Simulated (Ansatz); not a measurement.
The same path of Cl$_{2}$F$_{2}$H$_{3}$SiTi (9 atoms, charge 0, multiplicity 2) was run twice with different band settings. Lost on the way: Cl5–Si6. Made: Cl2–Si6.

Computed with Ansatz, UKS PBE/def2-SVP.

Relaxed end points:

```xyz
9
Properties=species:S:1:pos:R:3
Ti 0.189 0.317 0.492
Cl 0.972 1.633 2.197
F 1.498 -0.494 -0.368
F -1.146 1.081 -0.371
Cl -0.739 -1.237 2.213
Si -0.289 -0.489 4.228
H -0.938 -1.578 5.029
H 1.188 -0.486 4.424
H -0.987 0.812 4.428
```

```xyz
9
Properties=species:S:1:pos:R:3
Ti -0.123 -0.049 0.579
Cl -1.512 -0.337 2.812
F 1.249 0.007 1.755
F -1.032 1.371 0.074
Cl 0.258 -1.505 -1.057
Si 0.031 -0.025 4.285
H -0.741 -0.076 5.567
H 0.999 -1.155 4.195
H 0.619 1.328 4.065
```

Common settings: spring 5.0 eV/Å²; optimiser quadratic models (default); start path through a guess of the saddle point; force threshold 0.03 eV/Å; iteration limit 60; end points relaxed.

| run | movable images | climbing image |
| --- | --- | --- |
| 1 | 7 | yes |
| 2 | 1 | no |

(1) What does each run give, and how far can it be trusted?

Results:

(1) Run 1: converged after 28 iterations, highest image 0.349 eV above the first end. The profile has 2 maxima (images 1, 4) with wells between them (image 2): this band takes more than one step, which may be the mechanism or a detour left from its start path. A vibrational analysis at the climbing image gives no mode beyond 40i cm⁻¹: the surface is too flat there to confirm a saddle point.
Run 2: converged after 9 iterations, highest image 0.349 eV above the first end. No image climbed, so the highest image needn't sit at the top of the path. So few images can step over the top or miss a turn of the path.
